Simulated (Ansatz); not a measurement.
Basis sets compared for Cs₄F₃. Charge 0, multiplicity 2. Geometry PBE-D4/def2-SVP. Ansatz on 4 threads of Arm Neoverse V2 on a shared host; times are rough, and most runs start from earlier orbitals.

```csv
atom,x (Å),y (Å),z (Å)
Cs1,0.263,1.406,2.028
Cs2,-4.061,-0.363,2.102
Cs3,-1.296,-1.517,-1.481
Cs4,3.274,0.313,-1.714
F5,2.390,1.356,0.524
F6,1.112,-1.034,-2.343
F7,-1.682,-0.160,0.883
```

In the def2 sets Cs takes a core potential; there is no spin–orbit coupling. Another isomer (doublet) lies 0.50 eV lower at PBE0-D4/def2-TZVP; other spin states weren't run for this one.

Binding counts from free atoms (Cs doublet, F doublet) in the same basis, without a counterpoise term.

| level | functions | energy (Eh) | HOMO (eV) | LUMO (eV) | binding per atom (eV) | wall time |
| --- | --- | --- | --- | --- | --- | --- |
| PBE-D4/def2-SVP | 138 | -379.9222 | -1.85 | -1.44 | 2.78 | 7 s |
| PBE0-D4/def2-SVP | 138 | -379.8858 | -2.15 | -0.93 | 2.64 | 8.5 s |

(1) Estimate the rows for PBE-D4/def2-TZVP (with forces), PBE0-D4/def2-TZVP.

Answers

(1) 
```csv
level,functions,energy (Eh),HOMO (eV),LUMO (eV),binding per atom (eV),wall time
PBE-D4/def2-TZVP (with forces),209,-380.3173,-1.84,-1.37,2.80,9 s
PBE0-D4/def2-TZVP,209,-380.2768,-2.14,-0.87,2.68,12 s
```
